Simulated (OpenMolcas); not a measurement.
**Ru4+: moving or changing the point charges**

Ru4+ among 4 point charges of -2 e arranged as a tetrahedron (Td), 1.78 Å from the ion.
```
   1.0277    1.0277    1.0277  -2.00
   1.0277   -1.0277   -1.0277  -2.00
  -1.0277    1.0277   -1.0277  -2.00
  -1.0277   -1.0277    1.0277  -2.00
```

* Program: OpenMolcas 26.06
* Method: SS-CASPT2, IPEA 0.25 Eh, imaginary shift 0.1 Eh (closed shells correlated: 4s 4p)
* Basis: ANO-RCC-VDZP [6s5p3d1f]
* Scalar Hamiltonian: DKH2, point nucleus
* Active space: 4 electrons in 5 orbitals (4d)
* State averaging: 2S+1 = 5 even, 5 roots; 2S+1 = 3 even, 45 roots; 2S+1 = 1 even, 50 roots
* Spin-orbit coupling: RASSI with atomic mean-field integrals over the reference wave functions

Runs around this geometry, states (labels of Td). Energies in cm-1 above the lowest state or level, χT in cm3 K/mol; under a threefold ground state the first gap can be a small split of the lowest multiplet, not the spin-orbit step.

```json
{"R (Å)": "1.78", "q (e)": "-1.6", "Ground state": "5T2", "First state of that spin": "5E 4360", "First gap with spin-orbit (degeneracies)": "370 (1, 3)", "χT at 300 K": "1.067", "First state of another spin": "3T1 16520"}
{"R (Å)": "1.78", "q (e)": "-2", "Ground state": "5T2", "First state of that spin": "5E 5090", "First gap with spin-orbit (degeneracies)": "350 (1, 3)", "χT at 300 K": "1.151", "First state of another spin": "3T1 15800"}
{"R (Å)": "1.87", "q (e)": "-2", "Ground state": "5T2", "First state of that spin": "5E 4220", "First gap with spin-orbit (degeneracies)": "370 (1, 3)", "χT at 300 K": "1.054", "First state of another spin": "3T1 16440"}
```

Taking the first state of the same spin as R^-n, n = -ln(4220 / 5090) / ln(1.87 / 1.78) = 3.8 between the shortest and longest distance.

Scaling the charges by -1.6 / -2 = 0.80 scales the first state of the same spin by 4360 / 5090 = 0.86; with fixed orbitals a first-order splitting would follow the charge.

Roots that are degenerate in the reference are averaged as groups; the widest CASPT2 spread within a group is 430 cm-1 (the 3-fold group of multiplicity 3 near 19100 cm-1 above the lowest state of its run, R = 1.78, q = -2). Shifts and gaps below about the spread of the groups concerned are not significant. An orbital triplet at a regular site is open to Jahn-Teller coupling, which can distort the site and quench the lowest spin-orbit gaps and is left out. Point charges give a weaker field than real ligands, and real ions of this kind are as a rule low spin; the high spin found here belongs to the model. Free-ion shares, where given, are those of the reference states; single-state CASPT2 does not remix them. The ground term spreads over less than 5000 cm-1, several times less than with real ligands, so orbital moments are less quenched and χT lies further from the spin-only value than at real sites (holds for R = 1.78, q = -1.6; R = 1.87, q = -2). Point charges carry no covalency, so the field is a model and not that of real ligands. No measured value stands beside these numbers.
